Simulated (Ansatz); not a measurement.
`[CH3][SnH2][I]` + H–F → `[F][SnH2][I]` + CH₄ at 700 K and 1 bar (ligand exchange at the Sn–C bond).

Calculated with Ansatz (gas phase, PBE0-D4/def2-TZVP geometries, no zero-point term in ΔE). CBS: MP2 limit from def2 TZ/QZ plus the TZ coupled-cluster correction, frozen cores. This one scheme is used for every species. Elements past krypton have def2 core potentials. For I, Sn outer-core shells are correlated without core-valence functions, which leaves a few kJ/mol of doubt a bond.

```
         species  CCSD(T)/CBS energy (Eh)  H − E (kJ/mol)  S (J/(mol·K))
`[CH3][SnH2][I]`               -552.56585           195.5          442.5
             H–F               -100.39570            45.2          198.5
  `[F][SnH2][I]`               -612.52381            92.0          399.3
             CH₄                -40.46206           145.9          224.0
```

H − E and S are ideal-gas, rigid-rotor, harmonic terms from PBE0-D4/def2-TZVP. 1 Eh = 2625.50 kJ/mol, R = 8.31446 J/(mol·K).

Question: By hand: ΔE, ΔH, ΔS and ΔG.

Answer: ΔE = (-612.52381) + (-40.46206) − (-552.56585) − (-100.39570) = -0.02432 Eh = -63.9 kJ/mol. Δ(H − E) = 92.0 + 145.9 − 195.5 − 45.2 = -2.8, so ΔH = -66.7 kJ/mol. ΔS = 399.3 + 224.0 − 442.5 − 198.5 = -17.7 J/(mol·K). ΔG = -66.7 − 700 × (-17.7)/1000 = -54.3 kJ/mol.

Question: By hand: the equilibrium constant, and the temperature at which ΔG would vanish if ΔH and ΔS stayed fixed.

Answer: log₁₀ K = −ΔG/(RT ln 10) = 4.1. ΔG = 0 at ΔH/ΔS = 3768 K, far beyond where these terms or the molecules hold.

ΔH outweighs TΔS. A doubt of 5 kJ/mol in ΔE shifts log₁₀ K by 0.4 here. These are equilibria of isolated gas molecules and say nothing of rates. Largest T1 diagnostic: 0.012 (customary marks: 0.02 for closed shells, 0.045 for open ones).
